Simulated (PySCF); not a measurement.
[Ti(SH)4]2- holds Ti(II), d2, at total charge -2. The structure is a model geometry with rigid ligands and bond lengths from ionic radii, not a minimum; coordination tetrahedral, point group S4, metal–donor distances 2.48 Å.

Method (PySCF 2.14, density fitting): CASSCF(2,5) with orbitals averaged over all microstates of the shell, strongly contracted NEVPT2 on the averaged canonical orbitals; basis x2c-TZVPall on the metal, x2c-SVPall elsewhere; spin-free X2C; IEF-PCM water; spin-orbit coupling by state interaction with the mean-field operator over all roots.

CASSCF energies above the lowest CASSCF root:

```csv
state,CASSCF / cm⁻¹
3B (from 3A2),0
3E (from 3T2),2688
3A (from 3T1),6355
3B (from 3T2),6724
3E (from 3T1),7667
1A (from 1E),9782
1B (from 1E),10835
1E (from 1T2),13272
3A (from 3T1),15199
3E (from 3T1),16406
1B (from 1T2),16660
1A (from 1T1),17803
1A (from 1A1),18752
1E (from 1T1),18882
1B (from 1E),18971
1A (from 1E),21009
1B (from 1T2),21675
1E (from 1T2),22112
1A (from 1A1),41552
```

Question: How does dynamic correlation (SC-NEVPT2) move these states?

Answer: 
```tsv
state	NEVPT2 / cm⁻¹	shift / cm⁻¹
3B (from 3A2)	0	0
3E (from 3T2)	2017	-671
3A (from 3T1)	5859	-496
3B (from 3T2)	7423	+699
3E (from 3T1)	7669	+2
1A (from 1E)	7087	-2696
1B (from 1E)	8706	-2129
1E (from 1T2)	10697	-2576
3A (from 3T1)	12480	-2719
3E (from 3T1)	13976	-2430
1B (from 1T2)	14898	-1762
1A (from 1T1)	15532	-2271
1A (from 1A1)	16847	-1906
1E (from 1T1)	16767	-2114
1B (from 1E)	16476	-2495
1A (from 1E)	19060	-1949
1B (from 1T2)	19402	-2273
1E (from 1T2)	19964	-2148
1A (from 1A1)	33480	-8072
```

The geometry is a model, and the complex may not exist in this form.
